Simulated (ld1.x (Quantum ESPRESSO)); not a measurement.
# An all-electron radial function and its pseudo partner (Zr)

Columns: radius, all-electron u(r) and pseudo u(r) of the 5s shell (level -9.67 eV) of zirconium in the configuration [Ar] 3d10 4s2 4p6 4d2 5s1 5p0; PBE, non-relativistic, TM scheme, ld1.x (Quantum ESPRESSO) 7.5.

```csv
r (bohr),all-electron,pseudo
0.165,-0.0614,0.0136
0.330,0.1815,0.0279
0.495,0.0702,0.0438
0.660,-0.1400,0.0622
0.825,-0.2723,0.0840
0.990,-0.2977,0.1102
1.155,-0.2402,0.1418
1.320,-0.1339,0.1797
1.485,-0.0068,0.2243
1.650,0.1216,0.2754
1.815,0.2402,0.3315
1.980,0.3430,0.3903
2.145,0.4280,0.4482
2.310,0.4950,0.5014
2.475,0.5452,0.5461
2.640,0.5803,0.5799
2.805,0.6022,0.6019
2.970,0.6126,0.6126
3.135,0.6135,0.6135
3.300,0.6063,0.6063
3.465,0.5927,0.5927
3.630,0.5740,0.5740
3.795,0.5513,0.5513
3.960,0.5258,0.5258
4.125,0.4984,0.4984
4.290,0.4699,0.4699
```

Task: How many radial nodes do the two functions have?

Result: The all-electron 5s function has n − l − 1 = 4 (the table is too coarse to show those close to the nucleus); the pseudo-wave has 0, since the states of the same l below it are removed with the core.

Task: At about which radius was the pseudo-wave matched?

Result: 3.30 bohr. The columns agree to 0.0005 from 2.64 bohr on; several derivatives are matched, so the curves merge somewhat inside the radius.

Task: Is the pseudo-wave norm-conserving?

Result: Yes: the TM scheme keeps the norm inside the radius equal to the all-electron one, which fixes the energy derivative of the logarithmic derivative at the level.
